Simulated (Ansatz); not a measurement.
Two isomers of C2H9NOSi: A = `NCOC[SiH3]`, B = `C[SiH2]OCN`.

Computed with Ansatz on PBE0-D4/def2-TZVP structures; ΔE is electronic, products minus reactants. CBS: MP2 limit from def2 TZ/QZ plus the TZ coupled-cluster correction, frozen cores. DFT in def2-TZVPP. B3LYP here is the variant with VWN-RPA as its local correlation; programs differ in this. One conformer a species, not always the lowest.

Task: Which isomer does CCSD(T)/CBS put lower? Give the gap. (An estimate is asked.)

Result: Ansatz gave: B, by 43.4 kcal/mol.

Task: Give E(B) − E(A) in kcal/mol with CCSD/def2-TZVPP, HF/def2-TZVPP, r2SCAN-D4, B2PLYP, B3LYP, PBE-D4, MP2/def2-TZVPP. (Best estimate.)

Result: The calculation gave: CCSD/def2-TZVPP -42.9, HF/def2-TZVPP -44.5, r2SCAN-D4 -43.1, B2PLYP -43.1, B3LYP -42.1, PBE-D4 -39.8, MP2/def2-TZVPP -44.4. None reverses the order clearly.

Largest T1 diagnostic: 0.011.

From PBE to PBE0 (25 % exact exchange), in def2-TZVPP and without D4, E(B) − E(A) moves by −1.5 kcal/mol.
